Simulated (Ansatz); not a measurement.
`Cl[SiH2][O][GeH3]` + `CN(C)[SiH3]` → `CN([SiH3])[SiH2]Cl` + `C[O][GeH3]`  (redistribution)

Gas-phase electronic energies from Ansatz, PBE0-D4/def2-TZVP geometries. CCSD(T)/CBS is the MP2 limit (def2-TZVPP, def2-QZVPP) plus CCSD(T) − MP2 in def2-TZVPP, frozen cores. DFT in def2-TZVPP. For Ge outer-core shells are correlated without core-valence functions, which leaves a few kJ/mol of doubt a bond. Scalar relativity is left out up to krypton. Each species was taken in one conformer, which may not be the lowest.

```json
{"level": "CAM-B3LYP-D4", "ΔE (kJ/mol)": "76.8"}
{"level": "CCSD/def2-SVP", "ΔE (kJ/mol)": "74.0"}
```

Problem. What does CCSD(T)/CBS give? (Best estimate.)

Solution. The calculation gave: +75.3 kJ/mol. The listed levels differ from it by 1.5, -1.3 kJ/mol.

Largest T1 diagnostic among the species: 0.011.

Leaving LDA and LC-ωPBE aside and taking each functional with its dispersion term where it has one, the values, not all of them listed here, spread over 11.9 kJ/mol, from revPBE-D4 to BHLYP-D4. From BLYP to BHLYP (50 % exact exchange), in def2-TZVPP and without D4, ΔE moves by +8.4 kJ/mol.
